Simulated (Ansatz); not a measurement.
A geometry relaxed with PBE0-D4/def2-TZVP (Ansatz, an electronic-structure program), charge 0, multiplicity 1:

```xyz
7

Si    -0.9935    -0.2740     0.1075
H      2.0824     1.1288     1.0931
Cl    -1.6886     1.2459    -1.1441
H     -1.6736    -0.0914     1.4181
H      2.3173    -0.5668    -1.0648
H     -1.4765    -1.5568    -0.4713
Al     1.4324     0.1144     0.0614
```

Q: Write the SMILES of this molecule.

A: `[AlH2][SiH2]Cl`
